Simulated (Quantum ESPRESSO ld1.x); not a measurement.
Values are calculated unless marked as measured or tabulated.
Gd+, configuration [Xe] 4f7 5d1 6s1.

Code: ld1.x of Quantum ESPRESSO 7.5. Model: Dirac Kohn-Sham, PBE, spin-unpolarised, spherical densities, point nucleus; open shells fill j = l - 1/2 first.

Energy parts (eV):
part                   energy
total                 -306943
kinetic                334770
electron-nucleus      -753704
Hartree                118785
exchange-correlation    -6794

Orbitals (lengths in bohr, moments of r in powers of bohr; r(90%) holds 90 % of the orbital's charge):
orbital  occ.  eigenvalue (eV)      <r^2>  r(90%)      <r>
1s1/2       2         -50057.9  0.0006547  0.0396  0.02190
2s1/2       2         -8265.74    0.01021   0.144  0.09274
2p1/2       2         -7848.32   0.007417   0.128  0.07746
2p3/2       4         -7152.43   0.008652   0.137  0.08430
3s1/2       2         -1836.90    0.06814   0.358   0.2440
3p1/2       2         -1656.16    0.06349   0.351   0.2336
3p3/2       4         -1513.41    0.07056   0.369   0.2467
3d3/2       4         -1201.61    0.05634   0.341   0.2188
3d5/2       6         -1170.51    0.05831   0.347   0.2228
4s1/2       2         -374.812     0.3451   0.794   0.5528
4p1/2       2         -304.467     0.3632   0.822   0.5648
4p3/2       4         -272.713     0.4018   0.864   0.5943
4d3/2       4         -156.895     0.4609   0.947   0.6302
4d5/2       6         -151.156     0.4761   0.962   0.6406
5s1/2       2         -55.8524      2.002    1.92    1.334
5p1/2       2         -36.5323      2.538    2.19    1.495
5p3/2       4         -32.1882      2.871    2.33    1.590
4f5/2       6         -15.1604     0.9735    1.48   0.8606
4f7/2       1         -14.4079      1.006    1.50   0.8734
6s1/2       1          -9.2424      15.13    5.32    3.668
5d3/2       1          -8.5291      7.640    4.01    2.529
5d5/2       0          -8.2187      8.048    4.12    2.596

The highest occupied level is 5d3/2 at -8.529 eV. For comparison, the ionisation energy in NIST's Atomic Spectra Database is 12.08 eV (semi-empirical). In exact Kohn-Sham theory the highest level is minus the ionisation energy, but local and semilocal functionals leave it too shallow, through self-interaction and a potential that decays too fast; potentials with the right tail come closer. The density falls to 0.001 e/bohr^3 at r = 4.59 bohr.

Beside tabulated values, note that spin-unpolarised runs miss the spin-polarisation part of the exchange energy of open shells.
